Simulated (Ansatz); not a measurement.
Species: C$_{2}$H$_{8}$NSi (charge 0, doublet). It need not be the lowest isomer of its formula. SMILES: C[Si](C)N
Coordinates optimised at B3LYP-D3(BJ)/def2-TZVP (Ansatz, a quantum-chemistry and plane-wave program):
```xyz
12

Si     0.3981     0.0729    -0.1710
C     -0.6279    -1.0339    -1.3012
C     -0.4908     1.6976     0.1833
N      0.5568    -0.7603     1.3476
H     -0.7637    -0.5680    -2.2789
H     -1.6144    -1.2104    -0.8614
H     -0.1464    -2.0010    -1.4590
H     -1.4784     1.5011     0.6122
H     -0.6210     2.2748    -0.7339
H      0.0701     2.3157     0.8870
H      0.9338    -0.2704     2.1457
H      0.8610    -1.7229     1.3563
```
Charge 0, spin multiplicity 2.

Computed values are from Ansatz. Cores are frozen in the correlated levels unless marked. UHF or UKS for open shells. Spin-orbit coupling is left out. No relativistic terms. Basis-set limits of correlation are two-point, X^-3; Hartree-Fock from the larger set.

```yaml
atomisation energy De: 4314.3 kJ/mol at CCSD(T)/CBS(cc-pV(T+d)Z,cc-pV(Q+d)Z)
total_energy: -424.6913 Eh at CCSD(T)/CBS(cc-pV(T+d)Z,cc-pV(Q+d)Z)
dipole_moment: 0.76 D at CCSD(T)/aug-cc-pV(D+d)Z
T1 diagnostic: 0.012 at CCSD/cc-pV(Q+d)Z
```
